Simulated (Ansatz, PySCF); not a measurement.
System: PN, charge -1, multiplicity 2. 
Geometry from a B3LYP-D3(BJ)/def2-TZVP (Ansatz, an electronic-structure program) optimisation:
```
N
P 1 1.5504
```
Charge -1, spin multiplicity 2.

Total electronic energies in hartree. Correlated levels leave the core frozen unless marked. Open shells are spin-unrestricted. No spin-orbit coupling. No relativistic terms. CBS marks a two-point X^-3 extrapolation of the correlation energy; Hartree-Fock from the larger set.

The UHF reference is spin-contaminated (<S^2> 0.38 over the pure value in the largest basis). The T1 diagnostic of CCSD in the largest basis is 0.078, which is high, so the coupled-cluster rows are less sure than usual.

```csv
level,program,energy (Eh)
HF-D3(BJ)/def2-TZVPD,PySCF + dftd3,-395.17604
PBE0-D4/def2-TZVP,Ansatz + dftd4,-395.89997
BHLYP/def2-TZVPD,Ansatz,-396.06212
TPSSh-D4/def2-TZVPD,PySCF + dftd4,-396.11921
MP2/def2-TZVPP,Ansatz,-395.47615
RI-MP2/aug-cc-pV(T+d)Z,Ansatz,-395.49744
SCS-MP2/def2-TZVPPD,Ansatz,-395.47908
SCS-MP2/def2-QZVPP,Ansatz,-395.51546
CCSD/cc-pV(D+d)Z,Ansatz,-395.40143
CCSD/cc-pwCVTZ,Ansatz,-395.51530
CCSD(T)/6-31G,Ansatz,-395.21558
CCSD(T)/6-31G*,Ansatz,-395.38665
CCSD(T)/cc-pV(D+d)Z,Ansatz,-395.41434
CCSD(T)/cc-pV(5+d)Z,Ansatz,-395.58351
"CCSD(T)/CBS(aug-cc-pV(T+d)Z,aug-cc-pV(Q+d)Z)",Ansatz,-395.5959
```

Totals of different functionals don't rank their quality; only differences between species are comparable.
